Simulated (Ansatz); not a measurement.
`C[Se][Se][SiH3]` + PH₃ → `C[Se]P` + `[SiH3][SeH]` at 500 K and 1 bar (ligand exchange at the Se–Se bond).

Computed with Ansatz on PBE0-D4/def2-TZVP structures; ΔE is electronic, products minus reactants. CBS: MP2 limit from def2 TZ/QZ plus the TZ coupled-cluster correction, frozen cores. This one scheme is used for every species. For Se outer-core shells are correlated without core-valence functions, which leaves a few kJ/mol of doubt a bond. Scalar relativity is left out up to krypton. One conformer a species, not always the lowest.

| species | CCSD(T)/CBS energy (Eh) | H − E (kJ/mol) | S (J/(mol·K)) |
| --- | --- | --- | --- |
| `C[Se][Se][SiH3]` | -5132.18229 | 216.4 | 444.8 |
| PH₃ | -342.72256 | 81.5 | 231.4 |
| `C[Se]P` | -2782.70431 | 181.9 | 371.6 |
| `[SiH3][SeH]` | -2692.20088 | 115.2 | 325.5 |

H − E and S are ideal-gas, rigid-rotor, harmonic terms from PBE0-D4/def2-TZVP, for one conformer and one mirror image of each species. 1 Eh = 2625.50 kJ/mol, R = 8.31446 J/(mol·K).

Problem. By hand: ΔE, ΔH, ΔS and ΔG.

Solution. ΔE = (-2782.70431) + (-2692.20088) − (-5132.18229) − (-342.72256) = -0.00034 Eh = -0.9 kJ/mol. Δ(H − E) = 181.9 + 115.2 − 216.4 − 81.5 = -0.8, so ΔH = -1.7 kJ/mol. ΔS = 371.6 + 325.5 − 444.8 − 231.4 = 20.9 J/(mol·K). ΔG = -1.7 − 500 × (20.9)/1000 = -12.1 kJ/mol.

Problem. By hand: the equilibrium constant, and the temperature at which ΔG would vanish if ΔH and ΔS stayed fixed.

Solution. log₁₀ K = −ΔG/(RT ln 10) = 1.3. ΔH and −TΔS have one sign here, so there is no such temperature.

TΔS isn't small against ΔH here. A doubt of 5 kJ/mol in ΔE shifts log₁₀ K by 0.5 here. Other conformers and mirror images would add mixing entropy, several J/(mol·K) or more a flexible species. These are equilibria of isolated gas molecules and say nothing of rates. Largest T1 diagnostic: 0.013 (customary marks: 0.02 for closed shells, 0.045 for open ones).
